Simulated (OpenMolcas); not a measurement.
**Levels of Cl by method**

* Program: OpenMolcas 26.06
* Basis: ANO-RCC-VQZP [6s5p3d2f1g]
* Scalar Hamiltonian: DKH2, point nucleus
* Active space: 7 electrons in 9 orbitals (RAS2 3s 3p; RAS3 3d, at most 2 electrons)
* State averaging: 2S+1 = 2 odd, 3 roots; 2S+1 = 2 even, 1 root
* Spin-orbit coupling: state interaction with AMFI integrals over the reference wave functions, term energies averaged over their components

Methods on the same reference wave functions:
A. RASSCF
B. SS-RASPT2, IPEA 0.25 Eh, imaginary shift 0.1 Eh (closed shells correlated: 2s 2p)

Energies in cm⁻¹ above 3s² 3p⁵ ²P°_3/2, the measured ground level; measured values from NIST Handbook of Basic Atomic Spectroscopic Data.

```json
{"Level": "3s² 3p⁵ ²P°_3/2", "A": "0.0", "B": "0.0", "Measured": "0.0"}
{"Level": "3s² 3p⁵ ²P°_1/2", "A": "785", "B": "785", "Measured": "882"}
{"Level": "3s 3p⁶ ²S_1/2", "A": "92031", "B": "90998", "Measured": "85679"}
```

Deviations, from unrounded energies. A percentage is the sum of absolute deviations over the sum of measured energies, with the sign that they share, or ± where signs differ.

```json
{"Against measurement": "mean absolute deviation (cm-1)", "Levels": "2", "A": "3200", "B": "2700"}
{"Against measurement": "fine structure of the ground term (%)", "Levels": "1", "A": "-11.0", "B": "-11.0"}
{"Against measurement": "other configurations (%)", "Levels": "1", "A": "+7.4", "B": "+6.2"}
```

B lies closest to measurement on these levels. The largest miss of B in the table is 3s 3p⁶ ²S_1/2, by +5300 cm-1. The ranking rests on the paired levels alone, and a cruder setting can come out closer through cancelling errors.

The lowest spin-free term lies below A's lowest term by 0.141 hartree in B.

Configurations are named by rounded mean occupations; where the s occupation lies near a half they are strongly mixed, a name can repeat and a true partner stay unpaired. Some terms take much of their weight from 3d, a shell meant for correlation, so their names are nominal. Some terms mix strongly with configurations of 3d, whose occupation reaches 0.38 (3s 3p⁶ ²S). Without dynamic correlation excited terms often stand tens of per cent too high (terms of higher spin than the ground term too low), and those without a measured partner can miss by more than the paired ones (holds for A). Computed and measured levels are paired by configuration, term and J; levels that our copy of the source lacks, or whose pairing is in doubt (as where it misses far off the trend of its configuration), stay unpaired and out of the deviations. Levels of configurations outside the active space are missing.

° marks odd parity.
